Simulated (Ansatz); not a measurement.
C2H5BO (`CC1BO1`), relaxed with RKS PBE0-D4/def2-TZVP in Ansatz 0.2.0 from a PBE-D4/def2-SVP geometry. The force threshold is 0.005 eV/Å; the program also tests the step.

The species carries charge 0 and has multiplicity 1.

Start:

```xyz
9

C    -0.285    1.103   -0.123
C    -0.372   -0.381    0.116
B     0.819   -1.321    0.308
O     0.335   -1.247   -0.937
H    -0.690    1.639    0.761
H     0.758    1.445   -0.274
H    -0.883    1.417   -1.005
H    -1.398   -0.760    0.287
H     1.718   -1.896    0.869
```

```csv
step,energy (eV),largest force (eV/Å),largest move (Å)
1,-4874.5808,0.683,0.000
2,-4874.6149,0.324,0.026
3,-4874.6196,0.107,0.015
4,-4874.6199,0.045,0.005
5,-4874.6200,0.022,0.003
6,-4874.6201,0.022,0.005
7 (rejected),-4874.6200,0.016,0.005
8,-4874.6201,0.001,0.001
```

End:

```xyz
9

C    -0.283    1.094   -0.121
C    -0.373   -0.383    0.107
B     0.809   -1.303    0.312
O     0.335   -1.226   -0.926
H    -0.664    1.619    0.759
H     0.747    1.417   -0.284
H    -0.881    1.404   -0.982
H    -1.382   -0.757    0.271
H     1.693   -1.864    0.866
```

Run time 19 s (2 threads of an Arm Neoverse V2 on a shared host); peak host memory 0.27 GiB.
